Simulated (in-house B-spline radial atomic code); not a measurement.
Spin-orbit splittings of orbital energies (j = l + 1/2 less j = l - 1/2) and ratios of mean radii (lower j over upper j) along the 27-electron series, configuration [Ar] 3d9. Computed with an all-electron radial atomic-structure program (B-spline basis): Dirac-Hartree-Fock, average of the configuration, finite nuclei.

| ion | Z | splitting of 3p (eV) | radius ratio of 3p | splitting of 2p (eV) | radius ratio of 2p | splitting of 3d (eV) | radius ratio of 3d |
| --- | --- | --- | --- | --- | --- | --- | --- |
| Gd37+ | 64 | 155.18 | 0.95169 | 702.16 | 0.91983 | 34.051 | 0.98299 |
| Tb38+ | 65 | ? | ? | ? | ? | ? | ? |
| Dy39+ | 66 | ? | ? | ? | ? | ? | ? |
| Ho40+ | 67 | 194.24 | 0.94685 | 864.39 | 0.91153 | 42.716 | 0.98129 |
| Er41+ | 68 | 208.89 | 0.94516 | 924.76 | 0.90864 | 45.944 | 0.98071 |
| Tm42+ | 69 | 224.42 | 0.94344 | 988.52 | 0.9057 | 49.353 | 0.98012 |
| Yb43+ | 70 | ? | ? | ? | ? | ? | ? |
| Lu44+ | 71 | 258.27 | 0.93987 | 1126.86 | 0.89964 | 56.743 | 0.9789 |
| Hf45+ | 72 | 276.69 | 0.93803 | 1201.77 | 0.89651 | 60.737 | 0.97827 |
| Ta46+ | 73 | 296.17 | 0.93615 | 1280.73 | 0.89332 | 64.94 | 0.97764 |

(1) Fill in the row of Tb38+.

(2) Fill in the row of Dy39+.

(3) Fill in the row of Yb43+.

(4) With what power of Z does the column «splitting of 2p (eV)» change over this range?

Results:

(1) splitting of 3p (eV): 167.43; radius ratio of 3p: 0.95011; splitting of 2p (eV): 753.23; radius ratio of 2p: 0.91712; splitting of 3d (eV): 36.776; radius ratio of 3d: 0.98243.

(2) splitting of 3p (eV): 180.44; radius ratio of 3p: 0.9485; splitting of 2p (eV): 807.26; radius ratio of 2p: 0.91435; splitting of 3d (eV): 39.662; radius ratio of 3d: 0.98187.

(3) splitting of 3p (eV): 240.86; radius ratio of 3p: 0.94167; splitting of 2p (eV): 1055.84; radius ratio of 2p: 0.9027; splitting of 3d (eV): 52.951; radius ratio of 3d: 0.97951.

(4) A fit of the logarithm of its size against log Z from Z = 64 to 73 has slope 4.57. An unscreened hydrogenic electron would give 4 at low Z; screening makes the apparent power larger near the neutral end, and relativity raises it again at high Z.
